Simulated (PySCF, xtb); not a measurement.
C2H5BF2, SMILES CCB(F)F. Other conformers were not sampled.

Harmonic wavenumbers (cm⁻¹) from GFN2-xTB run with xtb at its own minimum, in rising order: 36, 166, 186, 380, 404, 464, 730, 754, 983, 1017, 1087, 1219, 1231, 1287, 1327, 1417, 1456, 1500, 1504, 2952, 2976, 3038, 3047, 3052.

Problem. What does PySCF with PBE0-D3(BJ)/def2-SVP give at its own minimum? (Estimate from the structure and the level; the computed values follow.)

Solution. 41, 186, 207, 413, 455, 514, 759, 767, 981, 1005, 1086, 1228, 1249, 1389, 1408, 1422, 1444, 1478, 1479, 3050, 3062, 3091, 3154, 3155. Paired by order, the mean absolute difference is 40 cm⁻¹ and the zero-point energies are 46.1 and 47.2 kcal/mol.
